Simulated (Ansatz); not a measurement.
**Group exchange: C2H9GeN + CH6N2 → CH7GeN + C2H8N2**

Species: C2H9GeN `C[N](C)[GeH3]`, singlet; CH6N2 (methylhydrazine) `CNN`, singlet; CH7GeN `C[NH][GeH3]`, singlet; C2H8N2 (ethylhydrazine) `CCNN`, singlet. The partners trade CH3 for H: N–CH3 and C–H bonds give way to N–H and C–CH3.

Shapes, held fixed at every level: PBE0-D4/def2-TZVP. Flexible molecules stand in one conformer, not always the lowest. Programs: Ansatz 0.2.0. Electronic energies: no zero-point or thermal term.

```json
{"level": "PBE-D4/def2-TZVPP", "kind": "GGA", "ΔE (kJ/mol)": "-31.7", "less CCSD(T)/def2-TZVPP": "+0.3"}
{"level": "r2SCAN-D4/def2-TZVPP", "kind": "meta-GGA", "ΔE (kJ/mol)": "-33.5", "less CCSD(T)/def2-TZVPP": "-1.5"}
{"level": "B3LYP-D4/def2-TZVPP", "kind": "global hybrid", "ΔE (kJ/mol)": "-30.1", "less CCSD(T)/def2-TZVPP": "+1.9"}
{"level": "PBE0-D4/def2-TZVPP", "kind": "global hybrid", "ΔE (kJ/mol)": "-33.0", "less CCSD(T)/def2-TZVPP": "-1.0"}
{"level": "wB97M-V/def2-TZVPP", "kind": "range-separated hybrid", "ΔE (kJ/mol)": "-33.2", "less CCSD(T)/def2-TZVPP": "-1.2"}
{"level": "wB97X-V/def2-TZVPP", "kind": "range-separated hybrid", "ΔE (kJ/mol)": "-32.0", "less CCSD(T)/def2-TZVPP": "0.0"}
{"level": "CCSD/def2-TZVPP", "kind": "coupled cluster or CI", "ΔE (kJ/mol)": "-32.5", "less CCSD(T)/def2-TZVPP": "-0.5"}
{"level": "CCSD(T)/def2-TZVPP", "kind": "coupled cluster or CI", "ΔE (kJ/mol)": "-32.0", "less CCSD(T)/def2-TZVPP": "0.0"}
```

The highest level, CCSD(T)/def2-TZVPP, gives ΔE = -32.0 kJ/mol; the levels span -33.5 to -30.1. The column of differences is taken from that level and isn't an error. No measured value is set beside it here. Relativity is left out for Ge. Outer-core shells of Ge are correlated in most correlated rows, in sets that cover them unevenly.
